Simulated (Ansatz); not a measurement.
Input for Ansatz (a first-principles code): R-B3LYP-D3(BJ)/def2-TZVP on PH3 (SMILES P).

Ansatz 0.2 input:
```yaml
crystal:
  periodic: [false, false, false]
  atoms:
    - {symbol: P, position_ang: [0.00000000, -0.00000000, 0.00000000]}
    - {symbol: H, position_ang: [1.38000000, -0.00000000, 0.00000000]}
    - {symbol: H, position_ang: [-0.69000000, 1.19510000, 0.00000000]}
    - {symbol: H, position_ang: [-0.69000000, -1.19510000, 0.00000000]}
basis:
  gaussian:
    orbitals: def2-TZVP
hamiltonian:
  xc: b3lyp
  dispersion: d3bj
relax: {f_tol: 0.004, max_steps: 120}
scf: {lower_state_search: off}
```

Program output:

```
WARN ansatz: RAYON_NUM_THREADS=1 ignored (pool sized by the plan → 1); use --threads N
Functional definition: B3LYP
these checks for a lower state are left out or cut short: stability, starts, cluster_reference, orbital_swaps, neighbouring_geometries, increment
integrals: 0.01 GiB planned
414 factors; their error is unknown
mean field: 0.10 GiB planned
mean field evaluation 1: about -9336.2105 eV, gradient 1.4e1 eV
mean field evaluation 2: about -9336.3980 eV, gradient 1.3e1 eV
mean field evaluation 4: about -9336.8210 eV, gradient 5.2e-2 eV
mean field evaluation 8: about -9336.8267 eV, gradient 1.4e-4 eV
mean field -9336.82673520 eV, -343.1220537900 hartree, gradient 3.3e-6 eV, S^2 0.000000; 0 other end points of the search recorded, 0 dependent functions left out
the calculation of the forces begins
reference -9336.82692942 eV, -343.1220609277 hartree; 9, 9 occupied and 46, 46 virtual orbitals, 414 factors
relax step   1: F+E_penalty+E_count = -9336.89096155 eV  Δ(F+E_penalty+E_count) = +0.000e0 eV  max|allowed force component| = 1.446e-3 eV/Å  Δτ_max = 0.0000 Å  (11 SCF iters, accepted)
Total energy: -9336.89115578 eV, -343.1244212027 hartree
Atom 0 at     0.000000     0.000000     0.000000 Å, force     0.000345     0.000000    -0.000000 eV/Å
Atom 1 at     1.380000     0.000000     0.000000 Å, force    -0.001446     0.000000     0.000000 eV/Å
Atom 2 at    -0.690000     1.195100     0.000000 Å, force     0.000551    -0.000931     0.000000 eV/Å
Atom 3 at    -0.690000    -1.195100     0.000000 Å, force     0.000551     0.000931     0.000000 eV/Å
Dipole moment:     0.000000     0.000000    -0.000000 e Å
Checks for a lower state left out: stability, starts, cluster_reference, orbital_swaps, neighbouring_geometries, increment
```

Self-consistency was reached.

Cost: around 0.5 core-seconds (rough).
